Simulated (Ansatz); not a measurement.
CH4FOSSi, SMILES `CO[Si](F)S` radical from Hartree–Fock to CCSD(T)

Cartesian coordinates in Å:
```
C 0.849 1.125 0.631
O -0.461 0.839 0.182
Si -0.889 -0.330 -0.866
F -2.478 -0.219 -0.949
S -0.258 -2.208 -0.047
H 1.369 1.763 -0.087
H 0.767 1.655 1.580
H 1.432 0.212 0.785
H -0.331 -2.837 -1.231
```

The species carries charge 0 and has multiplicity 2. Geometry: relaxed with PBE0-D4/def2-TZVP. It is one conformer, not always the lowest. Frozen core, unrestricted reference, Ansatz. CBS rows extrapolate triple and quadruple zeta; past MP2 they add the triple-zeta difference.

```json
{"basis": "def2-TZVPP", "HF (Eh)": "-901.18103", "MP2 corr.": "-0.92873"}
{"basis": "def2-QZVPP", "HF (Eh)": "-901.21255", "MP2 corr.": "-1.00799"}
```

(1) Estimate the CCSD correlation energy and the (T) correction in each basis where they were run (hartree).

## Answers

(1) 
```json
{"basis": "def2-TZVPP", "CCSD corr.": "-0.96558", "(T)": "-0.03647"}
{"basis": "CBS(def2)", "CCSD corr.": "-1.10354", "(T)": "as TZ"}
```
